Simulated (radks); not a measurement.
Spherical quantum dot in the effective-mass picture: electrons in a hard-walled sphere of radius 4.06, all in effective atomic units (hartree* = m*/eps^2 hartree, bohr* = eps/m* bohr), one dielectric constant everywhere. Method: non-relativistic Kohn-Sham, LDA (Slater exchange, Perdew-Wang correlation), spin-polarised, spherical densities; computed with a radial shooting solver with Libxc functionals. Levels are named by radial order and angular momentum (1s, 1p, 1d, 2s, ...), and open shells are averaged over m.

N = 13, configuration 1s2 1p6 1d(up 5, down 0). This is the lowest configuration that the search found. Occupied and some empty levels:

| level | occupation | eigenvalue (hartree*) | <r> (bohr*) |
|---|---|---|---|
| 1s up | 1 | 4.3569 | 2.609 |
| 1s down | 1 | 4.4295 | 2.585 |
| 1p up | 3 | 4.5353 | 2.750 |
| 1p down | 3 | 4.6124 | 2.741 |
| 1d up | 5 | 4.8303 | 2.862 |
| 1d down | 0 | 4.9098 | 2.859 |
| 1f up | 0 | 5.2254 | 2.952 |
| 1f down | 0 | 5.3060 | 2.952 |
| 2s up | 0 | 5.3874 | 1.851 |
| 2s down | 0 | 5.4234 | 1.851 |
| 2p up | 0 | 5.9255 | 2.140 |
| 2p down | 0 | 5.9721 | 2.135 |

Energy (hartree*): total 33.8811, kinetic 10.570, external 0, Hartree 27.919, exchange-correlation -4.6074.
